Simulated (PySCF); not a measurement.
The numbers are results of PBE-D3(BJ)/def2-TZVP // B3LYP-D3(BJ)/def2-SVP (PySCF), not measurements. Gas-phase values, no solvent. One relaxed conformer stands for a flexible species; it need not be the lowest. Excitations are Tamm–Dancoff values on a coarser integration grid. The basis has no diffuse functions, so Rydberg states are missing or too high.

Reference species (SMILES): `O=CC1=C(C(F)(F)F)C=C[SiH2]1` (O–C–C–Si torsion 0°) (neutral, multiplicity 1).

```json
{
 "LUMO": "-3.91 eV",
 "S1 excitation (TDA)": "2.35 eV"
}
```

Changed species: `O=CC1=C[SiH2]C=C1C(F)(F)F` (O–C–C–C torsion 0°).

Give the shifts of the LUMO and S1 excitation (TDA).

the LUMO goes up by 0.09 eV, to -3.82 eV; the S1 excitation (TDA) rises by 0.13 eV, to 2.48 eV.
